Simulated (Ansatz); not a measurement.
`BCO[SiH3]` + HBr → `BBr` + `CO[SiH3]` at 400 K and 1 bar (ligand exchange at a B–C bond).

Calculated with Ansatz (gas phase, PBE0-D4/def2-TZVP geometries, no zero-point term in ΔE). CCSD(T)/CBS adds triple-zeta CCSD(T) − MP2 to the extrapolated MP2 energy (def2 sets, frozen cores). For Br outer-core shells are correlated without core-valence functions, which leaves a few kJ/mol of doubt a bond. Scalar relativity is left out up to krypton. Each species was taken in one conformer, which may not be the lowest.

| species | CCSD(T)/CBS energy (Eh) | H − E (kJ/mol) | S (J/(mol·K)) |
| --- | --- | --- | --- |
| `BCO[SiH3]` | -431.30140 | 232.7 | 363.9 |
| HBr | -2573.91920 | 27.6 | 207.2 |
| `BBr` | -2599.32470 | 69.2 | 259.0 |
| `CO[SiH3]` | -405.93001 | 201.0 | 323.1 |

H − E and S are ideal-gas, rigid-rotor, harmonic terms from PBE0-D4/def2-TZVP, for one conformer and one mirror image of each species. 1 Eh = 2625.50 kJ/mol, R = 8.31446 J/(mol·K).

Problem. By hand: ΔE, ΔH, ΔS and ΔG.

Solution. ΔE = (-2599.32470) + (-405.93001) − (-431.30140) − (-2573.91920) = -0.03411 Eh = -89.6 kJ/mol. Δ(H − E) = 69.2 + 201.0 − 232.7 − 27.6 = 9.9, so ΔH = -79.7 kJ/mol. ΔS = 259.0 + 323.1 − 363.9 − 207.2 = 11.0 J/(mol·K). ΔG = -79.7 − 400 × (11.0)/1000 = -84.1 kJ/mol.

Problem. By hand: the equilibrium constant, and the temperature at which ΔG would vanish if ΔH and ΔS stayed fixed.

Solution. log₁₀ K = −ΔG/(RT ln 10) = 11.0. ΔH and −TΔS have one sign here, so there is no such temperature.

The number of gas molecules stays the same, so ΔS is small and ΔH decides. A doubt of 5 kJ/mol in ΔE shifts log₁₀ K by 0.7 here. Other conformers and mirror images would add mixing entropy, several J/(mol·K) or more a flexible species. Modes under 60 cm⁻¹, often nearly free rotors, make the harmonic entropy too high. These are equilibria of isolated gas molecules and say nothing of rates. Largest T1 diagnostic: 0.011 (customary marks: 0.02 for closed shells, 0.045 for open ones).

ΔS is within the doubt of such terms, so its sign, and with it that verdict, could turn.
